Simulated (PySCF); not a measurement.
Members of one series of related molecules.

All values: wB97X-D/def2-SVPD (PySCF) at PBE0-D3(BJ)/def2-SVP geometries, gas phase, one conformer each. Core orbitals are frozen in the response; Δα² is half the sum of the squared differences of the principal polarisabilities.

Question: Rank by polarisability anisotropy Δα, highest first.
A. AlCl2(OiPr) (`CC(C)[O][Al]([Cl])[Cl]`)
B. AlCl2(SMe) (`[Cl][Al]([Cl])[S]C`)
C. AlCl2(CH2SiH3) (`[Cl][Al]([Cl])[CH2][SiH3]`)
D. AlCl2(tBu) (`C[C](C)(C)[Al]([Cl])[Cl]`)
E. AlCl2Ph (`c1ccc[c]([Al]([Cl])[Cl])c1`)
F. AlCl2(vinyl) (`[Cl][Al]([Cl])[CH]=C`)

Answer: E (9.86 Å³), F (4.75 Å³), B (4.49 Å³), C (3.25 Å³), D (2.99 Å³), A (2.73 Å³).

Question: Rank by dipole moment, highest first.
A. AlCl2(tBu) (`C[C](C)(C)[Al]([Cl])[Cl]`)
B. AlCl2Ph (`[Cl][Al]([Cl])[c]1ccccc1`)
C. AlCl2(CH2SiH3) (`[SiH3][CH2][Al]([Cl])[Cl]`)

Answer: B (2.71 D), A (2.37 D), C (2.16 D).

Question: Rank by HOMO energy, lowest first.
A. `[SiH3][CH2][Al]([Cl])[Cl]` (AlCl2(CH2SiH3))
B. `C=[CH][Al]([Cl])[Cl]` (AlCl2(vinyl))
C. `[Cl][Al]([Cl])[c]1ccccc1` (AlCl2Ph)
D. `C[N](C)[Al]([Cl])[Cl]` (AlCl2(NMe2))
E. `C[CH](C)[Al]([Cl])[Cl]` (AlCl2(iPr))

Answer: A (-10.65 eV), B (-10.45 eV), E (-9.81 eV), C (-9.48 eV), D (-8.75 eV).

All values together:

```
                   SMILES     formula  μ (D)  HOMO (eV)  LUMO (eV)  α (Å³)  Δα (Å³)  electrons  α per electron (Å³)  ΔSCF removal energy (eV)
[SiH3][CH2][Al]([Cl])[Cl]  CH5AlCl2Si   2.16     -10.65       0.55   13.29     3.25         72                0.185                     10.85
     C=[CH][Al]([Cl])[Cl]   C2H3AlCl2   2.37     -10.45       0.03   11.02     4.75         62                0.178                         –
   C[CH](C)[Al]([Cl])[Cl]   C3H7AlCl2   2.40      -9.81       0.70   12.93     2.63         72                0.180                      9.98
    C[N](C)[Al]([Cl])[Cl]  C2H6AlCl2N   2.34      -8.75       0.69   12.33     3.78         72                0.171                         –
   CC(C)[O][Al]([Cl])[Cl]  C3H7AlCl2O   2.22     -10.41       0.55   13.07     2.73         80                0.163                         –
       C[S][Al]([Cl])[Cl]   CH3AlCl2S   2.11      -9.51       0.39   12.36     4.49         72                0.172                         –
 C[C](C)(C)[Al]([Cl])[Cl]   C4H9AlCl2   2.37      -9.53       0.71   14.74     2.99         80                0.184                         –
 [Cl][Al]([Cl])[c]1ccccc1   C6H5AlCl2   2.71      -9.48       0.03   17.44     9.86         88                0.198                         –
```

Conformers: `[SiH3][CH2][Al]([Cl])[Cl]`; `C=[CH][Al]([Cl])[Cl]`; `C[CH](C)[Al]([Cl])[Cl]`; `CC(C)[O][Al]([Cl])[Cl]`; `C[S][Al]([Cl])[Cl]`; `[Cl][Al]([Cl])[c]1ccccc1`.

A dash marks a removal energy that wasn't run or isn't settled.

Q: How closely does the mean polarisability follow the number of electrons in this set?

A: The correlation coefficient is 0.91; α per electron runs from 0.163 to 0.198 Å³.
